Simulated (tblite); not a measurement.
Species: C₉H₁₃F.
SMILES with atom numbers: `[CH:1]#[C:2][CH2:3]/[C:4]([CH3:5])=[C:6](/[CH3:7])[CH2:8][CH2:9][F:10]` (hydrogens: H11 on C1; H12, H13 on C3; H14, H15, H16 on C5; H17, H18, H19 on C7; H20, H21 on C8; H22, H23 on C9)

Computed with GFN2-xTB (tblite), gas phase: L-BFGS steps from a force-field or distance-geometry start until the largest atomic force falls under 0.01 eV/Å.

Step 56: E = -831.1921 eV
```
atom  x, y, z in Å  |  force x, y, z in eV/Å
C1      3.3703    1.4445    0.2632    0.041   0.035  -0.038
C2      2.4726    0.7909    0.7061   -0.059  -0.041   0.021
C3      1.3975   -0.0111    1.2591   -0.016  -0.011   0.016
C4      0.5641   -0.6494    0.1733    0.043   0.010   0.017
C5      1.3375   -1.5949   -0.7053   -0.013   0.001   0.018
C6     -0.7414   -0.4521   -0.0128   -0.008   0.028  -0.003
C7     -1.4729   -1.1793   -1.1106    0.010   0.000   0.014
C8     -1.5995    0.5053    0.7723   -0.003  -0.034   0.005
C9     -1.9133    1.7387   -0.0722    0.014  -0.015   0.012
F10    -2.7294    2.5984    0.6258    0.007   0.000  -0.003
H11     4.1552    2.0240   -0.1193    0.014   0.019  -0.026
H12     0.8061    0.6230    1.9198   -0.020  -0.007   0.004
H13     1.8467   -0.8075    1.8649   -0.010  -0.001   0.005
H14     2.4005   -1.5440   -0.4870    0.004   0.020   0.014
H15     1.0031   -2.6209   -0.5540   -0.006  -0.039   0.002
H16     1.1928   -1.3524   -1.7559   -0.002   0.006  -0.024
H17    -1.1895   -0.7892   -2.0881   -0.005   0.009  -0.016
H18    -1.2345   -2.2412   -1.1031    0.007  -0.009   0.018
H19    -2.5475   -1.0727   -0.9939   -0.011   0.014  -0.025
H20    -2.5432    0.0217    1.0372   -0.007  -0.016   0.003
H21    -1.1278    0.8289    1.7000    0.002   0.009  -0.032
H22    -2.4489    1.4730   -0.9891    0.001   0.015   0.009
H23    -1.0030    2.2933   -0.3203    0.015   0.007   0.011
```

Step 57: E = -831.1925 eV
```
atom  x, y, z in Å  |  force x, y, z in eV/Å
C1      3.3668    1.4459    0.2610    0.025   0.025  -0.038
C2      2.4690    0.7936    0.7064   -0.040  -0.024   0.011
C3      1.3967   -0.0113    1.2599   -0.016  -0.009   0.018
C4      0.5635   -0.6483    0.1737    0.020   0.000   0.010
C5      1.3382   -1.5930   -0.7039   -0.011  -0.008   0.002
C6     -0.7423   -0.4522   -0.0133   -0.007   0.023  -0.008
C7     -1.4736   -1.1821   -1.1102    0.015   0.000   0.016
C8     -1.6013    0.5047    0.7713   -0.004  -0.026  -0.002
C9     -1.9091    1.7414   -0.0707    0.015  -0.017   0.010
F10    -2.7259    2.6009    0.6272    0.016  -0.003  -0.009
H11     4.1501    2.0240   -0.1272    0.013   0.020  -0.019
H12     0.8045    0.6177    1.9244   -0.021   0.005   0.007
H13     1.8496   -0.8086    1.8611   -0.009  -0.008   0.014
H14     2.4008   -1.5431   -0.4829    0.004   0.018   0.014
H15     1.0027   -2.6192   -0.5572   -0.007  -0.041   0.012
H16     1.1968   -1.3491   -1.7546   -0.002   0.014  -0.031
H17    -1.1898   -0.7955   -2.0897   -0.008   0.002   0.005
H18    -1.2343   -2.2440   -1.0977    0.002   0.000   0.010
H19    -2.5490   -1.0759   -0.9943    0.011   0.015  -0.027
H20    -2.5480    0.0229    1.0292    0.001  -0.016   0.015
H21    -1.1321    0.8255    1.7013   -0.004   0.001  -0.029
H22    -2.4425    1.4789   -0.9899    0.005   0.019   0.009
H23    -0.9958    2.2936   -0.3139    0.004   0.009   0.011
```

Q: Estimate the geometry and energy of step 58. (The exact step hangs on the optimiser's Hessian estimate; all steps are aligned on step 57, rigid shifts and turns removed.)

A: E = -831.1929 eV, largest force 0.039 eV/Å
```
atom  x, y, z in Å  |  force x, y, z in eV/Å
C1      3.3644    1.4450    0.2576   -0.003   0.005  -0.026
C2      2.4669    0.7948    0.7076   -0.007   0.003  -0.005
C3      1.3961   -0.0121    1.2619   -0.009  -0.002   0.013
C4      0.5636   -0.6468    0.1744   -0.009  -0.012   0.002
C5      1.3389   -1.5918   -0.7020   -0.005  -0.013  -0.012
C6     -0.7423   -0.4507   -0.0144    0.001   0.008  -0.010
C7     -1.4723   -1.1827   -1.1111    0.014   0.002   0.010
C8     -1.6027    0.5044    0.7701   -0.003  -0.012  -0.008
C9     -1.9084    1.7433   -0.0691    0.011  -0.012   0.005
F10    -2.7247    2.6024    0.6302    0.020  -0.004  -0.008
H11     4.1469    2.0212   -0.1358    0.002   0.015  -0.010
H12     0.8033    0.6130    1.9294   -0.018   0.011   0.007
H13     1.8518   -0.8107    1.8590   -0.011  -0.010   0.020
H14     2.4013   -1.5404   -0.4802    0.002   0.012   0.012
H15     1.0042   -2.6186   -0.5559   -0.004  -0.031   0.017
H16     1.1983   -1.3488   -1.7531   -0.002   0.015  -0.027
H17    -1.1872   -0.7989   -2.0917   -0.008  -0.005   0.020
H18    -1.2330   -2.2450   -1.0941   -0.003   0.010   0.003
H19    -2.5485   -1.0762   -0.9980    0.027   0.016  -0.023
H20    -2.5505    0.0229    1.0240    0.005  -0.018   0.025
H21    -1.1343    0.8243    1.7005   -0.007  -0.005  -0.015
H22    -2.4425    1.4833   -0.9884    0.008   0.020   0.002
H23    -0.9943    2.2950   -0.3108    0.000   0.008   0.010
```

The energy changes by -0.0004 eV. The first-order estimate −F·Δx gives -0.0005 eV and the mean of the old and new forces, exact on a quadratic surface, -0.0004 eV. The step makes an angle of 79° with the force vector and moves no atom by more than 0.010 Å.

The cost below is that of the whole relaxation. On Arm Neoverse N1, one thread, shared host with 64 logical CPUs at a one-minute load of 61, this took 2.5 s.
